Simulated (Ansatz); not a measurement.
CH7ClOSi2 can be A, `O[SiH2][SiH2]CCl`, or B, `[SiH3]OC[SiH2]Cl`.

Program: Ansatz. Geometries: PBE0-D4/def2-TZVP. ΔE: electronic, gas phase. CCSD(T)/CBS is the MP2 limit (def2-TZVPP, def2-QZVPP) plus CCSD(T) − MP2 in def2-TZVPP, frozen cores. DFT in def2-TZVPP. B3LYP here is the variant with VWN-RPA as its local correlation; programs differ in this. One conformer a species, not always the lowest.

(1) Which isomer does CCSD(T)/CBS put lower? Give the gap. (Best estimate.)

(2) Give E(B) − E(A) in kJ/mol with MP2/def2-TZVPP, B3LYP, CCSD/def2-TZVPP, HF/def2-TZVPP, B2PLYP, r2SCAN-D4, B3LYP-D4. (An estimate is asked.)

Largest T1 diagnostic: 0.011.

Answers

(1) Ansatz gave: B, by 70.7 kJ/mol.

(2) Computed: MP2/def2-TZVPP -77.3, B3LYP -76.8, CCSD/def2-TZVPP -76.4, HF/def2-TZVPP -99.0, B2PLYP -78.0, r2SCAN-D4 -69.2, B3LYP-D4 -73.8. None reverses the order clearly.

In def2-TZVPP, CCSD(T) changes the Hartree–Fock value by +26.1 kJ/mol (the triples alone add +3.6 kJ/mol) and MP2 by +21.7 kJ/mol. From PBE to PBE0 (25 % exact exchange), in def2-TZVPP and without D4, E(B) − E(A) moves by −6.4 kJ/mol.
